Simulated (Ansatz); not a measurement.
Relaxation of AlFH₅NOSi₂ (11 atoms, charge 0, multiplicity 1), to a largest force component of 0.015 eV/Å in at most 40 steps.

Level of theory: Ansatz, RKS B3LYP-D4/def2-SVP.

```xyz
11
Properties=species:S:1:pos:R:3:forces:R:3
N -0.476 -2.418 0.898 1.67 0.10 1.51
Al 0.615 -0.913 1.333 0.76 -1.83 1.24
F 2.002 -1.167 2.401 -1.64 0.32 -1.29
Si 0.260 1.237 0.434 -0.95 0.61 -0.02
O -1.124 1.113 -0.689 0.72 0.05 0.30
Si 0.173 1.359 -1.778 -0.59 -0.49 0.95
H -0.735 -2.822 1.861 0.34 0.38 -1.66
H 0.207 -3.119 0.489 -1.01 0.56 0.53
H 0.054 2.476 1.270 0.30 -0.24 -0.07
H 0.097 2.680 -2.364 0.16 0.43 -0.82
H 0.414 0.100 -2.499 0.24 0.11 -0.66
```

**Question.** Where does it end, and by what steps?

**Answer.** The forces met the threshold. After 21 steps the energy has fallen by 1.000 eV; H7 moved furthest, 1.60 Å.

```
step  energy less start (eV)  largest force component (eV/Å)  accepted
   0                  0.0000                           1.834       yes
   1                 -0.4297                           1.126       yes
   2                 -0.5232                           0.810       yes
   3                 -0.5724                           0.507       yes
   4                 -0.6187                           0.340       yes
   5                 -0.6566                           0.204       yes
   6                 -0.7079                           0.339       yes
   7                 -0.7476                           1.373       yes
   8                 -0.8552                           0.745       yes
   9                 -0.9261                           0.461       yes
  10                 -0.9695                           0.247       yes
  11                 -0.9827                           0.123       yes
  12                 -0.9569                           1.021        no
  13                 -0.9871                           0.099       yes
  14                 -0.9936                           0.064       yes
  15                 -0.9965                           0.118       yes
  16                 -0.9977                           0.135       yes
  17                 -0.9991                           0.025       yes
  18                 -0.9997                           0.021       yes
  19                 -1.0000                           0.027       yes
  20                 -1.0001                           0.020       yes
  21                 -1.0001                           0.014       yes
```

```xyz
11
Properties=species:S:1:pos:R:3
N -0.100 -2.349 1.006
Al 0.847 -0.958 1.532
F 2.096 -1.168 2.621
Si 0.321 1.165 0.503
O -1.127 0.972 -0.467
Si 0.011 1.292 -1.707
H -0.888 -2.261 0.370
H 0.013 -3.315 1.299
H 0.322 2.429 1.298
H -0.226 2.560 -2.449
H 0.218 0.159 -2.651
```

Run time: 66 s on 2 threads of Intel(R) Xeon(R) Platinum 8488C (Sapphire Rapids) (shared host), peak memory 0.32 GiB.
